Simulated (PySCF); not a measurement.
**Trend along the halogens: MHf molecules**

HF with triple-zeta basis sets in PySCF, for the lowest determinant that a PBE0 search found; no spin–orbit coupling. De refers to high-spin ground-configuration atoms. A positive dipole means M(−)Hf(+).

```json
{"M": "F", "basis": "x2c-TZVPPall", "reference": "ROHF", "state (unpaired electrons)": "doublet (δ ↑)", "Re (Å)": "1.874", "ωe (cm⁻¹)": "673", "De (eV)": "n/a", "μ (D)": "1.88"}
{"M": "Cl", "basis": "def2-TZVPPD", "reference": "ROHF", "state (unpaired electrons)": "doublet (δ ↑)", "Re (Å)": "2.368", "ωe (cm⁻¹)": "356", "De (eV)": "n/a", "μ (D)": "2.36"}
{"M": "Br", "basis": "def2-TZVPPD", "reference": "ROHF", "state (unpaired electrons)": "doublet (δ ↑)", "Re (Å)": "2.542", "ωe (cm⁻¹)": "234", "De (eV)": "n/a", "μ (D)": "2.55"}
```

The shortest bond is that of HfF (1.874 Å), the longest that of HfBr (2.542 Å).

The rows differ in basis set, which adds steps of its own.

Down a group the atoms grow and get heavier, so bonds lengthen and wavenumbers fall; this series shows no clear exception.

These are scalar-relativistic numbers at best; spin–orbit coupling would shift them, the dissociation energy most. UHF is strongly spin-contaminated for HfBr, HfCl, so the ROHF reference used there is far from stable. Hartree–Fock leaves out correlation, which carries a large part of most bond energies and some tenths to 1 eV of ionisation energies. With d or f electrons several states lie close, and the lowest PBE0 determinant need not be the measured ground state.
